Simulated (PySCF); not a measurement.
# ErBr at LC-ωPBE

Level: LC-ωPBE. basis Er x2c-SVPall, Br x2c-SVPall; spin-free X2C with a Gaussian nucleus; PySCF 2.14.

```json
{
  "state": "quartet, about 11.8 electrons in the 4f shell (Mulliken), real f orbitals that mix terms",
  "bond length": "2.623 Å",
  "harmonic wavenumber": "208 cm⁻¹",
  "force constant": "1.37 mdyn/Å",
  "rotational constant Be": "0.04580 cm⁻¹",
  "anharmonicity ωexe": "0.423 cm⁻¹",
  "vibration–rotation constant αe": "0.000134 cm⁻¹",
  "well depth De to Er (4f12 6s2) + Br": "3.69 eV",
  "dissociation energy D0": "3.67 eV",
  "bond order (Mayer)": "1.03",
  "dipole moment (positive dipole means Er(−)Br(+))": "-4.56 D"
}
```

These are scalar-relativistic numbers at best; spin–orbit coupling would shift them, the dissociation energy most. The state is the lowest single determinant that the PBE0 search found; with open d or f shells the true ground state can be another one.
